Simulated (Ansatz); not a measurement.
Geometry optimisation, Ansatz, RKS PBE0/def2-SVP.

The input (input.yaml):

```yaml
crystal:
  periodic: [false, false, false]
  atoms:
    - { symbol: Si, position_ang: [-0.19158, -0.068024, 0.079315] }
    - { symbol: H, position_ang: [-0.293937, -0.009212, 1.542766] }
    - { symbol: O, position_ang: [1.421922, -0.149151, -0.32547] }
    - { symbol: H, position_ang: [1.622151, -0.848132, -0.958558] }
    - { symbol: O, position_ang: [-0.964627, 1.183257, -0.656671] }
    - { symbol: H, position_ang: [-1.635031, 0.907638, -1.289356] }
    - { symbol: O, position_ang: [-0.887858, -1.472629, -0.487469] }
    - { symbol: H, position_ang: [-1.218765, -2.09057, 0.170553] }
    - { symbol: O, position_ang: [1.384225, 1.903303, 1.467927] }
    - { symbol: H, position_ang: [1.982883, 1.44966, 0.857445] }
    - { symbol: H, position_ang: [1.072317, 1.164062, 2.034019] }
basis:
  gaussian: { orbitals: def2-SVP }
hamiltonian:
  xc: pbe0
relax:
  f_tol: 0.03
  max_steps: 50
output:
  orbitals: {}
```

Command:

```bash
$ ansatz run input.yaml --threads 2 --pin off --max-ram 3072MiB --backend cpu --events-out ev --progress --plain --runs-dir out
```

Problem. Where does it end, and by what steps?

Solution. The run converged. After 15 steps the energy has fallen by 0.178 eV; H11 moved furthest, 0.84 Å.

| step | energy less start (eV) | largest force component (eV/Å) | accepted |
| --- | --- | --- | --- |
| 0 | 0.0000 | 0.800 | yes |
| 1 | -0.0483 | 0.764 | yes |
| 2 | -0.0482 | 1.396 | no |
| 3 | -0.0697 | 0.729 | yes |
| 4 | -0.0793 | 0.785 | yes |
| 5 | -0.1046 | 0.317 | yes |
| 6 | -0.1211 | 0.350 | yes |
| 7 | -0.1252 | 0.262 | yes |
| 8 | -0.1342 | 0.512 | yes |
| 9 | -0.1617 | 0.216 | yes |
| 10 | -0.1567 | 0.274 | no |
| 11 | -0.1705 | 0.369 | yes |
| 12 | -0.1742 | 0.111 | yes |
| 13 | -0.1766 | 0.065 | yes |
| 14 | -0.1777 | 0.060 | yes |
| 15 | -0.1782 | 0.029 | yes |

```xyz
11
Properties=species:S:1:pos:R:3
Si -0.382 -0.196 0.018
H -0.605 0.023 1.464
O 1.273 -0.291 -0.134
H 1.610 -0.235 -1.035
O -0.922 0.996 -0.981
H -1.773 0.829 -1.398
O -1.160 -1.567 -0.494
H -1.111 -2.344 0.070
O 1.784 1.972 1.539
H 1.883 1.196 0.968
H 1.694 1.587 2.416
```

Whether the end is a true minimum wasn't checked by a vibrational analysis.

Run time: 41 s on 2 threads of Arm Neoverse V1, on a shared host, peak memory 0.22 GiB.
